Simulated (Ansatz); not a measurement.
Basis sets compared for GaSn6⁺ (the lowest singlet isomer of a short search). Charge 1, multiplicity 1. Geometry B3LYP-D4/def2-SVP. Ansatz on 4 threads of Arm Neoverse V2 on a shared host; times are rough, and most runs start from earlier orbitals.

```xyz
7

Ga    2.2466   -1.9135   -1.9850
Sn   -0.5968   -1.8463   -0.7281
Sn    0.2924   -0.5130    1.7488
Sn   -2.5900    0.0853    1.1112
Sn   -0.9110    1.0505   -1.1927
Sn   -0.3447    2.4117    1.4289
Sn    1.9036    0.7253   -0.3832
```

In the def2 sets Sn takes a core potential; there is no spin–orbit coupling. The restricted singlet is unstable towards broken spin symmetry in Hartree–Fock (as tested in another run); at PBE-D4/def2-TZVP, PBE0-D4/def2-SVP, PBE0-D4/def2-TZVP this wasn't settled. The structure comes from a short search, and lower isomers may exist.

```tsv
level	functions	energy (Eh)	HOMO (eV)	LUMO (eV)	wall time
PBE-D4/def2-SVP	188	-3210.1910	-8.59	-7.30	3.8 s
PBE0-D4/def2-SVP	188	-3210.2456	-9.27	-6.79	8.5 s
```

Estimate the rows for PBE-D4/def2-TZVP (with forces), PBE0-D4/def2-TZVP.


| level | functions | energy (Eh) | HOMO (eV) | LUMO (eV) | wall time |
| --- | --- | --- | --- | --- | --- |
| PBE-D4/def2-TZVP (with forces) | 348 | -3210.4757 | -8.52 | -7.24 | 9.5 s |
| PBE0-D4/def2-TZVP | 348 | -3210.5282 | -9.19 | -6.71 | 27 s |
